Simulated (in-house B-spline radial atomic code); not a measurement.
Configurations of Rb VII (Rb6+), with energies counted from [Ar] 3d10 4s2 4p1. All numbers are computed (scalar-relativistic (X2C) TPSSh, spin-polarised, spherical fractional occupations, exact exchange averaged over the configuration; Fermi nucleus of rms radius 4.2036 fm) with a radial B-spline atomic code at the basis-set limit, not measured. Shells without spins written out take the highest spin.

Occupations are held fixed; configurations that lie above the ionisation limit could autoionise.

```csv
configuration,E - E(ref) (eV),highest orbital,its <r> (bohr)
[Ar] 3d10 4s2 5s1,41.193,5s up,2.571
[Ar] 3d10 4s2 4f1,53.334,4f up,2.256
[Ar] 3d9 4s2 4p1 4f1,163.94,4f up,2.127
[Ne] 3s2 3p5 3d10 4s2 4p2,230.31,4p up,1.378
[Ne] 3s2 3p5 3d10 4s2 4p1 4d1,260.87,4d up,1.636
```

Q: Order these further configurations by energy, lowest first.
A. [Ne] 3s2 3p5 3d10 4s2 4p1 4f1
B. [Ar] 3d9 4s2 4p1 5s1
C. [Ar] 3d10 4s2 5f1
D. [Ne] 3s2 3p5 3d10 4s2 4p1 5d1
E. [Ar] 3d9 4s2 4p1 5f1

A: C (68.989 eV), B (152.39 eV), E (180.66 eV), A (287.12 eV), D (293.54 eV).

Q: How far above the reference does [Ar] 3d10 4s1 4p1 5d1 lie?

A: 76.027 eV; its least bound orbital is 5d up with <r> = 3.294 bohr.
